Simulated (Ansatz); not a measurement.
The cluster Li₃Si₆. The state is a doublet with charge 0. Geometry PBE0-D4/def2-SVP; atoms count from 1.

```xyz
9

Li    0.3717   -0.4121   -2.7383
Li    2.2083    0.8112    1.5076
Li    1.2729   -2.5508    0.1845
Si   -1.6573    1.8236    0.1912
Si   -0.7553   -1.4197   -0.6039
Si    0.1575   -0.8115    1.5056
Si   -1.8473    0.3672   -1.6133
Si   -0.2760    1.4142    2.0181
Si    0.5256    0.7779   -0.4516
```

Another isomer (doublet) lies 0.54 eV lower at PBE0-D4/def2-TZVP; other spin states weren't run for this one.

(1) Estimate the Mulliken populations from the PBE0/def2-TZVP orbitals of Ansatz.

(2) Where does the spin sit?

(3) And the Mayer bond orders between heavy atoms (over 0.3)?

Results:

(1) 
```json
{"atom": "Li1", "charge (e)": "0.56", "spin (α − β)": "0.01"}
{"atom": "Li2", "charge (e)": "0.56", "spin (α − β)": "0.01"}
{"atom": "Li3", "charge (e)": "0.53", "spin (α − β)": "0.14"}
{"atom": "Si4", "charge (e)": "-0.02", "spin (α − β)": "0.63"}
{"atom": "Si5", "charge (e)": "-0.39", "spin (α − β)": "0.07"}
{"atom": "Si6", "charge (e)": "-0.39", "spin (α − β)": "0.07"}
{"atom": "Si7", "charge (e)": "-0.25", "spin (α − β)": "0.05"}
{"atom": "Si8", "charge (e)": "-0.25", "spin (α − β)": "0.05"}
{"atom": "Si9", "charge (e)": "-0.34", "spin (α − β)": "-0.02"}
```
Mulliken values depend strongly on the basis.

(2) Summed by element: Li 0.16, Si 0.84, of 1 unpaired in all. Largest on single atoms: Si4 0.63, Li3 0.14, Si5 0.07.

(3) Li3–Si5 0.31 (2.45 Å); Li3–Si6 0.31 (2.45 Å); Si4–Si7 1.03 (2.33 Å); Si4–Si8 1.03 (2.33 Å); Si4–Si9 0.66 (2.50 Å); Si5–Si6 0.93 (2.38 Å); Si5–Si7 1.01 (2.32 Å); Si5–Si9 0.60 (2.55 Å); Si6–Si8 1.01 (2.32 Å); Si6–Si9 0.60 (2.55 Å); Si7–Si9 0.50 (2.67 Å); Si8–Si9 0.50 (2.67 Å).
